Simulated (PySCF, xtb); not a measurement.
SiClBr, SMILES Cl[Si]Br (connectivity only; charge and spin as stated), neutral, multiplicity 1.

Geometry optimised at PBE0-D3(BJ)/def2-TZVP.

Method: IEF-PCM-ωB97X/def2-SVP (PySCF 2.14.0).

The values are the electrostatic part of the solvation free energy, E(continuum) − E(gas) at the gas-phase geometry, in a cavity of scaled van der Waals radii (PySCF's table); cavitation and dispersion terms are not included. In vacuum the orbital gap is 8.88 eV. The dipole moment in vacuum is 0.96 D.

Estimate the values in water (ε = 78.36), ethylethanoate (ε = 5.99), chlorobenzene (ε = 5.70). (An estimate is asked for; the answer gives what the named calculation found.)


```
solvent             ε  ΔG(elec) (kcal/mol)  dipole (D)  gap (eV)
--------------  -----  -------------------  ----------  --------
water           78.36                 -1.6        1.32      9.00
ethylethanoate   5.99                 -1.2        1.23      8.97
chlorobenzene    5.70                 -1.2        1.23      8.97
```

For comparison, GFN2-xTB/ALPB(water) (xtb, at the GFN2-xTB geometry, all terms of that model) gives 0.3 kcal/mol.
